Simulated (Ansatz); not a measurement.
Ge(OEt)H3 (C2H8GeO) was relaxed with r2SCAN-D4 (def2-SVP) in Ansatz in these states: charge +1 doublet, neutral singlet. The geometries follow in no particular order.

A:

```xyz
12

Ge    0.6251    1.3562   -1.7385
O    -0.0779   -0.0854   -0.6959
C     0.1944   -0.3830    0.6106
C    -0.9262   -1.1062    1.3234
H     1.0540   -1.1291    0.5191
H     0.6598    0.4661    1.1561
H    -0.5659   -1.4651    2.2971
H    -1.7559   -0.3966    1.4864
H    -1.3028   -1.9569    0.7371
H    -0.6655    2.1616   -1.8784
H     1.0588    0.5927   -2.9805
H     1.7020    1.9458   -0.8367
```

B:

```xyz
12

Ge   -1.710    0.075   -1.283
O    -0.570   -0.490   -0.029
C     0.604    0.264    0.211
C     1.388   -0.403    1.322
H     1.228    0.328   -0.707
H     0.354    1.308    0.498
H     2.313    0.153    1.539
H     0.781   -0.451    2.239
H     1.654   -1.432    1.035
H    -2.837   -0.958   -1.272
H    -0.988    0.123   -2.643
H    -2.217    1.482   -0.910
```

**Question.** Judge from the bond lengths which geometry belongs to which state (an estimate).

**Answer.** A is the charge +1 doublet (Ge1–O2 1.913 Å, O2–C3 1.367 Å, C3–H5 1.142 Å); B is the neutral singlet (Ge1–O2 1.786 Å, O2–C3 1.416 Å, C3–H5 1.111 Å).
